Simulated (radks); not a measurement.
A nucleus of charge 76.4 with 76 electrons, configuration [Xe] 4f14 5d6 6s2.

Method: Dirac Kohn-Sham, BLYP, spin-unpolarised, spherical densities, point nucleus; open shells fill j = l - 1/2 first; computed with a radial shooting solver on a logarithmic mesh with Libxc functionals.

Energy parts (eV):
| part | energy |
|---|---|
| total | -476518.61 |
| kinetic | 541969.91 |
| electron-nucleus | -1194675.77 |
| Hartree | 185573.44 |
| exchange-correlation | -9386.19 |

Orbitals (lengths in bohr, moments of r in powers of bohr; <r^-3> diverges for s and p1/2):
| orbital | occ. | eigenvalue (eV) | <1/r> | <r^-3> | <r^2> | small-component weight |
|---|---|---|---|---|---|---|
| 1s1/2 | 2 | -74676.20 | 91.22 | - | 0.0004276 | 8.36e-02 |
| 2s1/2 | 2 | -13022.06 | 22.30 | - | 0.006491 | 1.90e-02 |
| 2p1/2 | 2 | -12469.25 | 22.25 | - | 0.004616 | 1.91e-02 |
| 2p3/2 | 4 | -10899.39 | 18.42 | 18250 | 0.005810 | 1.71e-02 |
| 3s1/2 | 2 | -3038.933 | 8.184 | - | 0.04227 | 6.31e-03 |
| 3p1/2 | 2 | -2791.818 | 8.096 | - | 0.03868 | 6.26e-03 |
| 3p3/2 | 4 | -2448.929 | 7.103 | 4183 | 0.04518 | 5.68e-03 |
| 3d3/2 | 4 | -2036.046 | 6.999 | 726.9 | 0.03484 | 5.57e-03 |
| 3d5/2 | 6 | -1961.849 | 6.769 | 611.0 | 0.03662 | 5.41e-03 |
| 4s1/2 | 2 | -646.7679 | 3.450 | - | 0.2072 | 2.11e-03 |
| 4p1/2 | 2 | -542.9123 | 3.339 | - | 0.2126 | 2.02e-03 |
| 4p3/2 | 4 | -462.1065 | 2.994 | 987.1 | 0.2468 | 1.79e-03 |
| 4d3/2 | 4 | -291.9238 | 2.785 | 152.0 | 0.2649 | 1.60e-03 |
| 4d5/2 | 6 | -276.9489 | 2.704 | 125.0 | 0.2774 | 1.54e-03 |
| 5s1/2 | 2 | -97.6479 | 1.368 | - | 1.111 | 5.01e-04 |
| 5p1/2 | 2 | -65.3686 | 1.239 | - | 1.331 | 4.21e-04 |
| 4f5/2 | 6 | -61.1276 | 2.288 | 24.44 | 0.3639 | 1.15e-03 |
| 4f7/2 | 8 | -58.1990 | 2.255 | 23.26 | 0.3750 | 1.13e-03 |
| 5p3/2 | 4 | -52.5478 | 1.115 | 153.6 | 1.591 | 3.58e-04 |
| 5d3/2 | 4 | -10.7993 | 0.7776 | 12.15 | 3.448 | 1.80e-04 |
| 5d5/2 | 2 | -9.6479 | 0.7453 | 9.553 | 3.765 | 1.66e-04 |
| 6s1/2 | 2 | -9.1870 | 0.4478 | - | 9.207 | 6.19e-05 |

The highest occupied level is 6s1/2 at -9.187 eV. The density falls to 0.001 e/bohr^3 at r = 4.45 bohr.
